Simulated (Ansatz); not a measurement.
Relaxation of ClF₄H₂OTa (9 atoms, charge 0, multiplicity 1), to a largest force component of 0.03 eV/Å in at most 50 steps.

All numbers below come from RKS PBE-D4/def2-SVP in Ansatz 0.2.0.

```xyz
9
Properties=species:S:1:pos:R:3
Ta -0.142 -0.227 0.002
F 1.761 -0.295 0.253
O -0.361 -0.641 1.831
H -0.298 -0.659 2.796
F 0.294 0.440 -1.727
F -1.405 1.159 0.121
F -0.885 -1.809 -0.653
Cl 1.695 2.705 1.214
H 2.408 1.638 0.834
```

**Question.** Where does it end, and by what steps?

**Answer.** The run converged. After 12 steps the energy has fallen by 0.101 eV; Cl8 moved furthest, 0.59 Å. Joined: Ta1–Cl8 (3.67 → 2.97 Å).

| step | energy less start (eV) | largest force component (eV/Å) | accepted |
| --- | --- | --- | --- |
| 0 | 0.0000 | 0.847 | yes |
| 1 | -0.0274 | 0.503 | yes |
| 2 | -0.0407 | 0.542 | yes |
| 3 | -0.0592 | 0.593 | yes |
| 4 | -0.0475 | 1.056 | no |
| 5 | -0.0863 | 0.389 | yes |
| 6 | -0.0955 | 0.197 | yes |
| 7 | -0.0979 | 0.148 | yes |
| 8 | -0.0997 | 0.086 | yes |
| 9 | -0.1002 | 0.074 | yes |
| 10 | -0.1006 | 0.030 | yes |
| 11 | -0.1006 | 0.122 | no |
| 12 | -0.1009 | 0.021 | yes |

```xyz
9
Properties=species:S:1:pos:R:3
Ta -0.062 -0.145 0.042
F 1.814 -0.510 0.204
O -0.286 -0.549 1.877
H -0.239 -0.488 2.841
F 0.414 0.667 -1.614
F -1.457 1.135 0.132
F -0.830 -1.687 -0.679
Cl 1.314 2.287 1.049
H 2.400 1.601 0.816
```

Whether the end is a true minimum wasn't checked by a vibrational analysis.

Time of the run: 17 s on 4 threads of Intel(R) Xeon(R) Platinum 8488C (Sapphire Rapids), on a shared host, peak memory 0.21 GiB.
